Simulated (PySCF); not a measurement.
**Working with the constants of I₂**

RHF-CCSD(T) constants of I₂, ¹Σg⁺ (singlet), closed shell (PySCF, spin-free X2C with a Gaussian nucleus, basis sets I x2c-TZVPPall; masses 126.9045 and 126.9045 u):

```
ωe              : 212.2 cm⁻¹
ωexe            : 0.532 cm⁻¹
Be              : 0.036678 cm⁻¹
αe              : 0.000106 cm⁻¹
D (centrifugal) : 4.38e-09 cm⁻¹
De to I + I     : 1.78 eV
```

Give the vibrational terms G(v) and spacings up to v = 6.

G(v) = ωe(v+½) − ωexe(v+½)².

```csv
v,G(v) (cm⁻¹),G(v) − G(v−1),Bv (cm⁻¹)
0,106.0,,0.03663
1,317.1,211.1,0.03652
2,527.2,210.1,0.03641
3,736.2,209.0,0.03631
4,944.1,207.9,0.03620
5,1151.0,206.9,0.03610
6,1356.8,205.8,0.03599
```

How well does the Morse estimate ωe²/(4ωexe) reproduce De, and what is D0?

It gives 2.62 eV, 147 % of the computed De. D0 = De − G(0) = 1.78 − 0.01 = 1.77 eV.

Correlated steps freeze 36 core orbitals. These are scalar-relativistic numbers at best; spin–orbit coupling would shift them, the dissociation energy most. Where the molecule has an RHF reference, its open-shell atoms are computed with UHF.
